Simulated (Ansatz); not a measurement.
Sn(N(SiH3)2)2 (Si₄SnN₂H₁₂). Charge 0, multiplicity 1. Geometry r2SCAN-D4/def2-SVP, basis def2-TZVP, Ansatz.

```xyz
19

Sn    1.842   -0.030   -0.450
N     0.395   -1.523   -0.313
Si    0.844   -3.186   -0.644
Si   -1.269   -1.134    0.121
H     0.638   -4.074    0.541
H     2.301   -3.195   -0.996
H     0.076   -3.762   -1.791
H    -2.033   -2.424    0.105
H    -1.913   -0.209   -0.858
H    -1.382   -0.556    1.492
N     0.470    1.506    0.109
Si    0.387    1.946    1.792
Si   -0.229    2.423   -1.194
H     1.059    3.253    2.090
H     1.112    0.880    2.565
H    -1.017    2.037    2.297
H    -1.718    2.530   -1.098
H     0.118    1.702   -2.468
H     0.319    3.815   -1.301
```

```
run  HOMO (eV)  LUMO (eV)
  A      -5.92      -3.21
  B      -6.24      -3.25
  C      -6.91      -2.84
  D      -5.97      -3.32
  E      -9.63      -0.65
  F      -7.13      -2.63
```

In the def2 sets Sn takes a core potential; there is no spin–orbit coupling. LC-ωPBE has ω = 0.4 bohr⁻¹. B3LYP takes the VWN-RPA correlation.

Task: The runs used B3LYP, LC-ωPBE, PBE, PBE0, r2SCAN, revPBE. Estimate which is which.

Result: A revPBE (0 % exact exchange); B r2SCAN (0 % exact exchange); C B3LYP (20 % exact exchange); D PBE (0 % exact exchange); E LC-ωPBE (range-separated); F PBE0 (25 % exact exchange). Exact exchange lowers occupied and raises empty levels; among semilocal functionals meta-GGAs tend to open the gap a little, and such runs are hard to tell apart. The gap grows from 2.66 eV (PBE) to 8.98 eV (LC-ωPBE).
